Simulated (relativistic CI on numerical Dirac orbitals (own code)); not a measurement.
Pm⁵⁸⁺: computed level list

Method of calculation: Dirac-Coulomb-Breit CI, KLI orbitals optimised for each configuration, model QED, unscaled Slater integrals (own radial code, finite nucleus).

CI space (outside the closed core 1s2): 2s, 2p, 3s, 3p, 3d, 4s, 4p, 4d, 4f, 5s, 5p, 5d, 5f, 5g. Levels of other configurations are missing.

The lowest level is 2s ²S1/2, with 100 % of that term; Hund's rules for 2s give ²S with J = 1/2, in agreement.

| No. | Configuration | Term | J | E (Ry) | % | Landé g | Lifetime (s) |
| --- | --- | --- | --- | --- | --- | --- | --- |
| 1 | 2s | ²S | 1/2 | 0.000 | 100 | 1.969 |  |
| 2 | 2p | ²P° | 1/2 | 10.511 | 100 | 0.632 | 1.49e-10 |
| 3 | 2p | ²P° | 3/2 | 57.160 | 100 | 1.309 | 8.38e-13 |
| 4 | 3s | ²S | 1/2 | 529.993 | 100 | 1.988 | 8.29e-15 |
| 5 | 3p | ²P° | 1/2 | 532.871 | 100 | 0.651 | 3.21e-15 |
| 6 | 3p | ²P° | 3/2 | 546.750 | 100 | 1.323 | 3.99e-15 |
| 7 | 3d | ²D | 3/2 | 547.579 | 100 | 0.788 | 1.19e-15 |
| 8 | 3d | ²D | 5/2 | 551.702 | 100 | 1.190 | 1.27e-15 |
| 9 | 4s | ²S | 1/2 | 712.357 | 100 | 1.994 | 1.22e-14 |
| 10 | 4p | ²P° | 1/2 | 713.530 | 100 | 0.658 | 5.50e-15 |
| 11 | 4p | ²P° | 3/2 | 719.359 | 100 | 1.328 | 6.59e-15 |
| 12 | 4d | ²D | 3/2 | 719.708 | 100 | 0.793 | 2.73e-15 |
| 13 | 4d | ²D | 5/2 | 721.454 | 100 | 1.194 | 2.96e-15 |
| 14 | 4f | ²F° | 5/2 | 721.469 | 100 | 0.851 | 5.77e-15 |
| 15 | 4f | ²F° | 7/2 | 722.324 | 100 | 1.137 | 5.90e-15 |
| 16 | 5s | ²S | 1/2 | 795.681 | 100 | 1.997 | 1.93e-14 |
| 17 | 5p | ²P° | 1/2 | 796.270 | 100 | 0.661 | 9.36e-15 |
| 18 | 5p | ²P° | 3/2 | 799.240 | 100 | 1.330 | 1.10e-14 |
| 19 | 5d | ²D | 3/2 | 799.418 | 100 | 0.796 | 5.22e-15 |
| 20 | 5d | ²D | 5/2 | 800.313 | 100 | 1.197 | 5.67e-15 |
| 21 | 5f | ²F° | 5/2 | 800.322 | 100 | 0.853 | 1.11e-14 |
| 22 | 5g | ²G | 7/2 | 800.759 | 100 | 0.885 | 1.90e-14 |
| 23 | 5f | ²F° | 7/2 | 800.760 | 100 | 1.139 | 1.13e-14 |
| 24 | 5g | ²G | 9/2 | 801.020 | 100 | 1.108 | 1.92e-14 |

Energies count from the lowest computed level; ° marks odd parity; lifetimes are radiative, by E1, M1, E2, M2 decay to levels of this space only.

The mean weight of the leading LS term, summed over parents, in these 24 levels is 100 %, and that of the leading jj configuration (from the same eigenvectors) 100 %.

At this charge energies of transitions that change n are usually good to better than 1 %, and those within a shell (Δn = 0) to a few per cent.
